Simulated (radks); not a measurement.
Problem. These are the eigenvalues of the occupied orbitals of an atom or ion with whole-number occupations (hartree). All-electron calculation, scalar-relativistic Kohn-Sham, BLYP, spin-unpolarised, spherical densities, point nucleus. Program: a radial shooting solver on a logarithmic mesh with Libxc functionals.

1s: -259.3997
2s: -32.33435
2p: -27.87792
3s: -5.44037
3p: -4.16742
3d: -2.15646
4s: -1.34665

Which element is it, and in what charge state? The configuration may be excited.

Solution. Z = 26, iron, charge +3: Fe3+ in [Ar] 3d3 4s2. The list shows which subshells hold electrons but not how many an open one holds; the 1s level, -259.4 hartree, gives Z - s = 22.8 by -(Z - s)^2/2, which with screening and relativity narrows Z to a few neighbours, and the depths of the outer levels then fix element, charge and occupations together.
